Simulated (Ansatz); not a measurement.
`OB(Cl)C[SiH3]` + HCl → `OB(Cl)CCl` + SiH₄  (substitution at a C–Si bond)

Isolated molecules relaxed with PBE0-D4/def2-TZVP in Ansatz; ΔE leaves out vibrations. CBS: MP2 limit from def2 TZ/QZ plus the TZ coupled-cluster correction, frozen cores. This one scheme is used for every species. DFT in def2-TZVPP. B3LYP here is the variant with VWN-RPA as its local correlation; programs differ in this. HSE06 is defined as in plane-wave codes. One conformer a species, not always the lowest.

`OB(Cl)C[SiH3]`:

Z-matrix (Å, degrees):
```
C
Si 1 1.884
B 1 1.548 2 112.0
H 1 1.094 2 107.2 3 121.3
H 1 1.093 2 106.4 3 -122.0
H 2 1.487 1 110.3 3 -58.4
H 2 1.487 1 109.8 3 -178.2
H 2 1.486 1 110.4 3 61.8
Cl 3 1.784 1 120.4 2 -82.4
O 3 1.349 1 121.0 2 95.5
H 10 0.962 3 113.5 1 -177.6
```

HCl:

```xyz
2

Cl    0.536   -0.281    0.207
H    -0.536    0.281   -0.207
```

`OB(Cl)CCl`:

```xyz
8

O     1.478    0.776   -0.416
B     0.154    0.612   -0.486
Cl   -0.778    1.684   -1.525
C    -0.636   -0.494    0.312
Cl    0.453   -1.495    1.317
H     1.874    0.129    0.185
H    -1.168   -1.165   -0.365
H    -1.378   -0.047    0.976
```

SiH₄:

Z-matrix (Å, degrees):
```
Si
H 1 1.485
H 1 1.485 2 109.5
H 1 1.485 2 109.5 3 -120.0
H 1 1.485 2 109.5 3 120.0
```

```json
{"level": "LDA (SPW92)", "ΔE (kJ/mol)": "68.7", "difference from CCSD(T)/CBS": "-5.9"}
{"level": "PBE-D4", "ΔE (kJ/mol)": "68.9", "difference from CCSD(T)/CBS": "-5.7"}
{"level": "BLYP-D4", "ΔE (kJ/mol)": "64.8", "difference from CCSD(T)/CBS": "-9.8"}
{"level": "r2SCAN-D4", "ΔE (kJ/mol)": "73.1", "difference from CCSD(T)/CBS": "-1.5"}
{"level": "B97M-V", "ΔE (kJ/mol)": "74.7", "difference from CCSD(T)/CBS": "0.1"}
{"level": "PBE0-D4", "ΔE (kJ/mol)": "73.0", "difference from CCSD(T)/CBS": "-1.6"}
{"level": "r2SCANh-D4", "ΔE (kJ/mol)": "74.1", "difference from CCSD(T)/CBS": "-0.5"}
{"level": "HSE06-D4", "ΔE (kJ/mol)": "72.9", "difference from CCSD(T)/CBS": "-1.7"}
{"level": "BHLYP-D4", "ΔE (kJ/mol)": "71.9", "difference from CCSD(T)/CBS": "-2.7"}
{"level": "ωB97X-V", "ΔE (kJ/mol)": "69.7", "difference from CCSD(T)/CBS": "-4.9"}
{"level": "ωB97M-V", "ΔE (kJ/mol)": "72.9", "difference from CCSD(T)/CBS": "-1.7"}
{"level": "PBE-QIDH", "ΔE (kJ/mol)": "75.6", "difference from CCSD(T)/CBS": "1.0"}
{"level": "B3LYP", "ΔE (kJ/mol)": "64.6", "difference from CCSD(T)/CBS": "-10.0"}
{"level": "BHLYP", "ΔE (kJ/mol)": "67.7", "difference from CCSD(T)/CBS": "-6.9"}
{"level": "MP2/def2-TZVPP", "ΔE (kJ/mol)": "78.6", "difference from CCSD(T)/CBS": "4.0"}
{"level": "SCS-MP2/def2-QZVPP", "ΔE (kJ/mol)": "73.4", "difference from CCSD(T)/CBS": "-1.2"}
{"level": "CCSD(T)/CBS", "ΔE (kJ/mol)": "74.6", "difference from CCSD(T)/CBS": "0"}
```

Largest T1 diagnostic among the species: 0.012.

The D4 term adds +4.1 kJ/mol with B3LYP and +2.5 kJ/mol with PBE0; it sums over pairs of atoms, weighted by their polarisabilities, and B3LYP, whose exchange is more repulsive, gets the larger term. From BLYP to BHLYP (50 % exact exchange), in def2-TZVPP and without D4, ΔE moves by +7.5 kJ/mol.
